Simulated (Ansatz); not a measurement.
Input file for Ansatz (a first-principles code): R-wB97X-V/def2-TZVPPD on GeH4 (SMILES [GeH4]). Files ending in .json are basis or fitting sets from the Basis Set Exchange.

Ansatz 0.2 input:
```yaml
crystal:
  periodic: [false, false, false]
  atoms:
    - {symbol: Ge, position_ang: [0.39343159, -0.39215481, 0.44313808]}
    - {symbol: H, position_ang: [-0.90285126, -1.19267803, 0.62537068]}
    - {symbol: H, position_ang: [1.37107651, -0.70007824, 1.58412865]}
    - {symbol: H, position_ang: [0.08431789, 1.11010137, 0.40104872]}
    - {symbol: H, position_ang: [1.04380532, -0.80140123, -0.89260912]}
basis:
  gaussian:
    orbitals: def2-TZVPPD.json
hamiltonian:
  xc: {name: wB97X-V}
scf: {lower_state_search: off}
```

It printed:

```
Functional definition: wB97X-V
[...]
these checks for a lower state are left out or cut short: stability, starts, cluster_reference, orbital_swaps, neighbouring_geometries, increment
integrals: 0.05 GiB planned
650 factors; their error is unknown
integrals: 0.08 GiB planned
180 factors; integrals over basis functions are off by at most 1.6e-5 eV
mean field: 0.48 GiB planned
mean field evaluation 1: about -56577.4344 eV, gradient 1.6e1 eV
mean field evaluation 2: about -56577.5597 eV, gradient 1.5e1 eV
mean field evaluation 4: about -56577.6956 eV, gradient 1.2e-1 eV
mean field evaluation 8: about -56577.8489 eV, gradient 1.3e-2 eV
mean field -56577.84894108 eV, -2079.1975987413 hartree, gradient 4.3e-6 eV, S^2 0.000000; 0 other end points of the search recorded, 0 dependent functions left out
reference -56577.84893953 eV, -2079.1975986843 hartree; 18, 18 occupied and 104, 104 virtual orbitals, 650 factors
Total energy: -56577.84893953 eV, -2079.1975986843 hartree
Checks for a lower state left out: stability, starts, cluster_reference, orbital_swaps, neighbouring_geometries, increment
```

The run converged.

Cost: very roughly 2.6 core-seconds.
